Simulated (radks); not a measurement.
Spherical jellium clusters: N electrons in a uniform positive sphere of charge N and radius rs N^(1/3), rs = 3.52 bohr. Calculated with a radial shooting solver with Libxc functionals: non-relativistic Kohn-Sham, PBEsol, spin-polarised, spherical densities. Levels are named by radial order and angular momentum (1s, 1p, 1d, 2s, ...), and open shells are averaged over m.

N = 21, configuration 1s2 1p6 1d10 2s2 1f(up 1, down 0). This is the lowest configuration that the search found. Occupied levels:

level    occupation  eigenvalue (eV)  <r> (bohr)
1s up             1          -5.8822       6.169
1s down           1          -5.8461       6.086
1p up             3          -4.9578       7.220
1p down           3          -4.8958       7.163
1d up             5          -3.7631       8.011
1d down           5          -3.6821       7.974
2s up             1          -3.0940       6.713
2s down           1          -3.0463       6.734
1f up             1          -2.3703       8.751

Energy (eV): total -37.9041, kinetic 45.153, external -1457.5, Hartree 717.63, exchange-correlation -84.596, background 741.41.

Electron density:

r (bohr)  n(r) (e/bohr^3)
0.314            0.007424
1.10             0.007064
1.89             0.006440
2.68             0.005792
3.47             0.005372
4.26             0.005318
5.05             0.005585
5.83             0.005932
6.62             0.006013
7.41             0.005549
8.20             0.004505
8.99             0.003150
9.78             0.001885
10.6            0.0009869
11.4            0.0004714
12.1            0.0002148
12.9           0.00009419
13.7           0.00004084
14.5           0.00001758
15.3            7.528e-06
